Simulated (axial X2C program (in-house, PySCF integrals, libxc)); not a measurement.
ScI⁻: cheaper levels and CCSD(T), two-component

Computed with an axial X2C code built on PySCF integrals. Two-component (2c) means X2C with spin–orbit coupling and atomic mean-field two-electron Coulomb and Gaunt terms. Basis: I dyall-acv3z [12s13p9d5f1g], Sc dyall-acv3z [11s12p8d5f2g] (cores contracted in-house); Gaussian nuclei, density fitting, unrestricted open shells. Masses: I 126.904 u, Sc 44.956 u.

State: Ω = 3/2 (⟨Sz⟩ = -0.50, ⟨Lz⟩ = 2.00 at HF); fragments I- + Sc.

| level | Re (Å) | ωe (cm⁻¹) |
| --- | --- | --- |
| PBE0 | 2.848 | 183.3 |
| HF | 3.001 | 160.0 |
| CCSD | 2.938 | 173.1 |
| BHandHLYP | 2.917 | 169.8 |

Correlated methods: 11 electrons correlated (number of frozen shells: I 4 s, 3 p, 2 d; Sc 3 s, 2 p), 399 virtual spin orbitals or spinors in MP2, 90 natural virtuals in coupled cluster.

CCSD(T), same Hamiltonian and basis:

Re = 2.931 Å, ωe = 174.3 cm⁻¹; T1 = 0.035 (Lee–Taylor normalisation).

Give the differences from CCSD(T) in the columns below.



```json
{"level": "PBE0", "ΔRe (Å)": "-0.083", "Δωe (cm⁻¹)": "9.0"}
{"level": "HF", "ΔRe (Å)": "0.070", "Δωe (cm⁻¹)": "-14.3"}
{"level": "CCSD", "ΔRe (Å)": "0.007", "Δωe (cm⁻¹)": "-1.2"}
{"level": "BHandHLYP", "ΔRe (Å)": "-0.014", "Δωe (cm⁻¹)": "-4.5"}
```

One determinant describes the state; a PBE0 search over occupations chose it and may have missed a lower one. De is not given where an atomic determinant may have missed its ground term or J level, or where the truncated virtual space spoils (T). Density functionals use the spin component along the axis (collinear). Coupled cluster ran in a truncated set of natural virtual spinors; the MP2 energy of the rest was added. (T) has no such correction and the atoms are truncated less, which lowers De at CCSD(T) by a hundredth of an eV or more. Other states lie close and PBE0, whose exact exchange favours high spin, may order them wrongly; the determinant shown need not be the ground state. The nearest other 2c determinant of the search, Ω = 5/2, lies 0.02 eV up at the distance of the search. The functionals have no current-density term, which raises determinants with orbital currents, atoms included. The outer-core s and p shells of the metal are frozen in the correlated rows, which leaves out core–valence correlation; for alkali and alkaline-earth bonds that tends to lengthen them. The highest occupied level of some functionals is positive through self-interaction error; at Hartree–Fock it is bound. The determinant is spin-polarised beyond a pure state at some levels (its spin-free form has ⟨S²⟩ too high), which makes Re and μ there less reliable. With the outer-core shells frozen, correlated bond lengths of heavy atoms tend to come out a few hundredths of an ångström too long.
